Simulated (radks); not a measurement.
Results of a calculation; reference values are marked as such.
Ionisation ladder of gallium, from Ga XXIII to Ga XXXI. Each ion is in the ground configuration listed by NIST, and IE = E(next ion) - E(this ion), with E = 0 for the bare nucleus. Level of theory: scalar-relativistic Kohn-Sham, r2SCAN, spin-polarised, spherical densities, finite nucleus; open shells are filled with parallel spins first; meta-GGA in the generalised Kohn-Sham scheme; Fermi nuclear charge, rms radius 3.9973 fm (a radial shooting solver on a logarithmic mesh with Libxc functionals).

[
 {"species": "Ga XXIII", "configuration": "[He] 2s2 2p5", "IE, Delta-SCF (eV)": "2137.8", "-e(HOMO) (eV)": "2081.5", "HOMO": "2p down", "IE, NIST (eV)": "2129", "kind": "semi-emp.", "error (eV)": "+8.8"},
 {"species": "Ga XXIV", "configuration": "[He] 2s2 2p4", "IE, Delta-SCF (eV)": "2249.1", "-e(HOMO) (eV)": "2194.4", "HOMO": "2p down", "IE, NIST (eV)": "2258", "kind": "semi-emp.", "error (eV)": "-8.9"},
 {"species": "Ga XXV", "configuration": "[He] 2s2 2p3", "IE, Delta-SCF (eV)": "2419.6", "-e(HOMO) (eV)": "2358.7", "HOMO": "2p up", "IE, NIST (eV)": "2391", "kind": "semi-emp.", "error (eV)": "+28.6"},
 {"species": "Ga XXVI", "configuration": "[He] 2s2 2p2", "IE, Delta-SCF (eV)": "2541.8", "-e(HOMO) (eV)": "2481.1", "HOMO": "2p up", "IE, NIST (eV)": "2544", "kind": "semi-emp.", "error (eV)": "-2.1"},
 {"species": "Ga XXVII", "configuration": "[He] 2s2 2p1", "IE, Delta-SCF (eV)": "2661.3", "-e(HOMO) (eV)": "2602.6", "HOMO": "2p up", "IE, NIST (eV)": "2683", "kind": "semi-emp.", "error (eV)": "-21.7"},
 {"species": "Ga XXVIII", "configuration": "[He] 2s2", "IE, Delta-SCF (eV)": "2862.4", "-e(HOMO) (eV)": "2822.1", "HOMO": "2s", "IE, NIST (eV)": "2868", "kind": "semi-emp.", "error (eV)": "-5.6"},
 {"species": "Ga XXIX", "configuration": "[He] 2s1", "IE, Delta-SCF (eV)": "2984.7", "-e(HOMO) (eV)": "2944.1", "HOMO": "2s up", "IE, NIST (eV)": "2984.4", "kind": "theory", "error (eV)": "+0.3"},
 {"species": "Ga XXX", "configuration": "[He]", "IE, Delta-SCF (eV)": "12714.3", "-e(HOMO) (eV)": "12539.7", "HOMO": "1s", "IE, NIST (eV)": "12696.6", "kind": "theory", "error (eV)": "+17.7"},
 {"species": "Ga XXXI", "configuration": "1s1", "IE, Delta-SCF (eV)": "13247.3", "-e(HOMO) (eV)": "13069.6", "HOMO": "1s up", "IE, NIST (eV)": "13239.5", "kind": "theory", "error (eV)": "+7.8"}
]

Reference values: NIST Atomic Spectra Database (exp. = measured, semi-emp. = semi-empirical, theory = theoretical value adopted there). The ionisation energy per charge of the ion left behind rises most, in proportion, at Ga XXX ([He]), from 102.92 to 423.81 eV. Against the entries that are not theoretical the mean signed error is 0.0 % and the largest +1.2 %. Open shells are spherical and high-spin; term and fine-structure splittings are not resolved.
